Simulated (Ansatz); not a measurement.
Mulliken charges of BH3NPS (`SP1BN1`) from ωB97M-V/def2-TZVPP in Ansatz (PBE0-D4/def2-TZVP geometry).

```
atom   x (Å)   y (Å)   z (Å)  charge (e)
  S1  -1.894  -0.219  -1.105      -0.245
  P2   0.211   0.112  -1.292       0.125
  B3   0.768   0.600   0.457      -0.076
  N4   0.967  -0.685   0.085      -0.145
  H5  -2.112   0.395   0.070       0.115
  H6   0.883   1.342   1.373       0.091
  H7   1.238  -1.613   0.365       0.137
```

Problem. By hand: the dipole of these point charges (1 e Å = 4.8032 D).

Solution. Σ q r = (0.299, 0.068, 0.245) e Å, of length 0.392 e Å = 1.88 D.

Problem. How does the dipole of the full density compare? (Best estimate.)

Solution. The calculation gave: (0.263, -0.126, 0.383) e Å, 2.31 D; the point charges give 0.81 times that, at 30° from its direction.

Point charges leave out the atoms' own dipoles, such as those of lone pairs, and Mulliken's split depends on the basis, so the two needn't agree.
